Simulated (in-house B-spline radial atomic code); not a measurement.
RPA and G0W0 for Mg2+, [He] 2s2 2p6, as one setting changes: the share of exact exchange in the PBE hybrid start. A dash marks a level of low quasi-particle weight. Computed with an all-electron radial atomic-structure program (B-spline basis): all electrons, non-relativistic, point nucleus, each spin shell either full or empty, empty states to l = 9 with an (l + 1/2)⁻⁴ tail; G0W0 by contour deformation at full frequency.

```csv
share of exact exchange in the PBE hybrid start,mean-field level (eV),G0W0 level (eV),RPA correlation (Eh)
0,-66.72,2p -79.73,-0.60683
0.1,-68.34,2p -79.87,-0.59897
0.2,-69.97,2p -79.98,-0.59138
0.3,-71.60,2p -80.08,-0.58404
0.4,-73.23,2p -80.17,-0.57695
0.5,-74.87,2p -80.24,-0.57009
0.6,-76.51,2p -80.31,-0.56344
0.7,?,?,?
0.8,-79.80,2p -80.40,-0.55073
0.9,?,?,?
1,-83.10,2p -80.47,-0.53876
```

(1) What belongs in the row for 0.9?

(2) What belongs in the row for 0.7?

(3) At what share of exact exchange does G0W0 leave the highest level unchanged?

Results:

(1) mean-field level (eV): -81.45; G0W0 level (eV): 2p -80.44; RPA correlation (Eh): -0.54466.

(2) mean-field level (eV): -78.16; G0W0 level (eV): 2p -80.36; RPA correlation (Eh): -0.55699.

(3) Near 0.84, where the shift changes sign (-0.602 eV at 0.8, +1.011 eV at 0.9).
